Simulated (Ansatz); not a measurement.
Species: HgI$_{2}$, charge 0, multiplicity 1. 
Coordinates optimised at B3LYP-D3(BJ)/def2-TZVP (Ansatz, an electronic-structure program):
SMILES: [I][Hg][I]
```xyz
3

Hg     0.0000     0.0000     0.0000
I      0.0000     0.0000    -2.6116
I      0.0000     0.0000     2.6116
```

Total electronic energies in hartree. Correlated levels leave the core frozen unless marked. Spin-orbit coupling is left out. Frozen are the shells of the preceding noble gas and the d and f shells that filled before the atom's block. Past Kr the def2 sets carry scalar-relativistic core potentials. CBS(X,Y): correlation extrapolated as X^-3; Hartree-Fock from the larger set. The bracket is a focal-point correction in the basis named.

```
level                                                                 program  energy (Eh)
-------------------------------------------------------------  --------------  -----------
HF/def2-SVP                                                            Ansatz   -745.91616
HF/def2-TZVPPD                                                         Ansatz   -745.95088
HF/def2-QZVPPD                                                         Ansatz   -745.95417
BLYP-D3(BJ)/def2-TZVPD                                         Ansatz + dftd3   -748.87797
revPBE-D3(BJ)/def2-TZVPD                                       Ansatz + dftd3   -749.16991
B3LYP-D3(BJ)/def2-TZVPD                                        Ansatz + dftd3   -749.25375
PBE0/def2-SVP                                                          Ansatz          [?]
PBE0-D4/def2-TZVP                                              Ansatz + dftd4   -749.02996
PBE0-D4/def2-TZVPD                                             Ansatz + dftd4   -749.03040
PBE0/def2-QZVPP                                                        Ansatz   -749.03149
r2SCANh/def2-TZVPD                                                     Ansatz          [?]
HSE06-D4/def2-TZVPD                                            Ansatz + dftd4   -749.02698
LC-wPBE/def2-TZVPD                                                     Ansatz   -749.09104
wB97X/def2-TZVPD                                                       Ansatz   -749.12179
B2GP-PLYP-D4/def2-TZVPD                                        Ansatz + dftd4   -748.01117
B2PLYP-D3(BJ)/def2-TZVPD                                       Ansatz + dftd3   -748.22880
MP2/def2-SVP                                                           Ansatz   -746.39770
MP2/def2-TZVPPD                                                        Ansatz   -746.65013
RI-MP2/def2-QZVPP                                                      Ansatz   -746.71879
CCSD/def2-SVPD                                                         Ansatz   -746.42518
CCSD(T)/def2-SVP                                                       Ansatz   -746.40919
RI-MP2/CBS(def2-TZVPP,def2-QZVPP)+[CCSD(T)-MP2]/def2-SVP               Ansatz    -746.7798
RI-MP2/CBS(def2-TZVPPD,def2-QZVPPD)+[CCSD(T)-MP2]/def2-TZVPPD          Ansatz    -746.7860
```

Q: Some entries are withheld; supply them.

A: 
- PBE0/def2-SVP, energy (Eh): -748.99248
- r2SCANh/def2-TZVPD, energy (Eh): -749.25911
